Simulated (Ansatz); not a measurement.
```yaml
crystal:
  periodic: [false, false, false]
  atoms:
    - {symbol: B, position_ang: [-0.060739, -0.012842, 0.032237]}
    - {symbol: F, position_ang: [1.385939, -0.069808, -0.068487]}
    - {symbol: F, position_ang: [-0.640392, 1.129011, -0.057255]}
    - {symbol: F, position_ang: [-0.635905, -1.196209, 0.032837]}
basis:
  gaussian: {orbitals: ANO-RCC-VTZP}
hamiltonian: {xc: {name: wB97X}}
scf: {omitted_lower_state_checks: [starts]}
output: {forces: true}
```

```sh
$ ansatz run in.yaml --threads 2 --pin off --events-out ev --progress --plain --max-ram 4352MiB
```

Shortened log:

```
Functional definition: wB97X
915 factors; their error is unknown
172 factors; integrals over basis functions are off by at most 6.4e-6 eV
mean field evaluation 1: about -8837.9634 eV, gradient 4.6e1 eV
mean field evaluation 2: about -8838.0346 eV, gradient 5.1e1 eV
mean field evaluation 4: about -8841.1095 eV, gradient 1.7e0 eV
mean field evaluation 8: about -8841.1351 eV, gradient 1.9e-2 eV
mean field -8841.13508721 eV, -324.9057217182 hartree, gradient 4.1e-5 eV, S^2 0.000000; 0 other end points of the search recorded, 0 dependent functions left out
reference -8841.13504321 eV, -324.9057201016 hartree; 16, 16 occupied and 104, 104 virtual orbitals, 915 factors
Total energy: -8841.13504321 eV, -324.9057201016 hartree
Relativity: scalar
Atom 0 at    -0.060739    -0.012842     0.032237 Å, force     4.516229    -1.648096    -1.066731 eV/Å
Atom 1 at     1.385939    -0.069808    -0.068487 Å, force    -3.680219     0.411619     0.512359 eV/Å
Atom 2 at    -0.640392     1.129011    -0.057255 Å, force    -0.566498     0.574754     0.254907 eV/Å
Atom 3 at    -0.635905    -1.196209     0.032837 Å, force    -0.269512     0.661723     0.299465 eV/Å
Dipole moment:    -0.206851     0.056561     0.064267 e Å
Checks for a lower state left out: starts
```

Hardware: 2 threads of Intel Xeon Platinum 8259CL on a shared host. Wall time 10 s.

DK, ANO-RCC and x2c sets are all-electron and run with scalar relativity unless a key says otherwise.
